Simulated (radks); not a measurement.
All-electron atom: Hf I in [Xe] 4f14 5d2 6s2.

All-electron calculation, Dirac Kohn-Sham, LDA (Slater exchange, Perdew-Wang correlation), spin-unpolarised, spherical densities, finite nucleus; open shells fill j = l - 1/2 first; Fermi nuclear charge, rms radius 5.347 fm. Program: a radial shooting solver on a logarithmic mesh with Libxc functionals.

Energy parts (eV):
part                       energy
total                  -410527.10
kinetic                 458912.33
electron-nucleus      -1022472.75
Hartree                 161211.78
exchange-correlation     -8178.47

Orbitals (lengths in bohr, moments of r in powers of bohr; r(90%) holds 90 % of the orbital's charge):
orbital  occ.  eigenvalue (eV)      <r>      <r^2>  r(90%)
1s1/2       2        -65121.98  0.01900  0.0004959  0.0345
2s1/2       2        -11131.61  0.07983   0.007593   0.125
2p1/2       2        -10637.50  0.06614   0.005436   0.110
2p3/2       4        -9447.032  0.07387   0.006642   0.120
3s1/2       2        -2535.482   0.2084    0.04978   0.306
3p1/2       2        -2315.358   0.1982    0.04576   0.298
3p3/2       4        -2060.318   0.2126    0.05244   0.318
3d3/2       4        -1685.430   0.1864    0.04083   0.290
3d5/2       6        -1629.752   0.1908    0.04266   0.296
4s1/2       2        -509.8599   0.4684     0.2481   0.674
4p1/2       2        -419.6050   0.4747     0.2569   0.692
4p3/2       4        -361.0100   0.5079     0.2937   0.739
4d3/2       4        -212.1640   0.5287     0.3247   0.795
4d5/2       6        -201.4314   0.5403     0.3390   0.812
4f5/2       6         -17.6746   0.6709     0.5835    1.14
4f7/2       8         -15.9274   0.6839     0.6089    1.16
5s1/2       2         -66.7200    1.136      1.453    1.64
5p1/2       2         -41.0878    1.267      1.827    1.86
5p3/2       4         -33.2585    1.380      2.169    2.03
5d3/2       2          -3.0084    2.442      7.467    4.05
5d5/2       0          -2.5616    2.577      8.354    4.30
6s1/2       2          -5.1870    3.441      13.52    5.12

The highest occupied level is 5d3/2 at -3.008 eV. The density falls to 0.001 e/bohr^3 at r = 4.97 bohr. The electron density at the nucleus is 1.204e+06 e/bohr^3. Summed over all electrons, <r^2> = 71.97 bohr^2, which gives a Langevin (diamagnetic) susceptibility term of -57 x 10^-6 cm^3/mol.

Run on one thread of a shared host, so times are rough (AMD EPYC 7R43 64-Core Processor): 0.16 s of CPU time, 0.16 s wall, 15 iterations on 2440 mesh points.
